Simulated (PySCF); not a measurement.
## Working out the ionisation energy of Co⁹⁺

Co⁹⁺ [Ar] (1S) → Co¹⁰⁺ [Ne] 3s2 3p5 (2P). Computed with PySCF 2.14 in an even-tempered Gaussian basis (19 s from 0.49 bohr⁻², ratio 2.5; 12 p from 0.64 bohr⁻², ratio 2.5; 5 d from 5 bohr⁻², ratio 2.7; 4 f from 7.4 bohr⁻², ratio 2.7), with scalar relativity by spin-free X2C-1e. Frozen: 1s2; the 22 highest virtual orbitals dropped. Energies in hartree (1 hartree = 27.21139 eV):

```
             part  Co⁹⁺ (lower)  Co¹⁰⁺ (upper)
              UHF  -1364.226811   -1354.138626
MP2 opposite-spin     -0.418774      -0.398939
    MP2 same-spin     -0.160570      -0.147727
```

Task: What does Hartree-Fock give?

Result: (-1354.138626) − (-1364.226811) = 10.088185 hartree = 274.513 eV.

Task: What do MP2 and SCS-MP2 (6/5 opposite-spin, 1/3 same-spin) give?

Result: The opposite-spin parts differ by 0.540 eV and the same-spin parts by 0.349 eV. MP2: 274.513 + (0.540) + (0.349) = 275.402 eV. SCS-MP2: 274.513 + 1.2 × (0.540) + (0.349)/3 = 275.277 eV.

A first-order spin-orbit estimate adds -0.772 eV to MP2 (outer shells), giving 274.630 eV against 275.4 ± 0.4 eV (semi-empirical (NIST evaluation); NIST Atomic Spectra Database, ionization energies).

What remains against the reference includes basis incompleteness, the frozen core and correlation beyond second order.
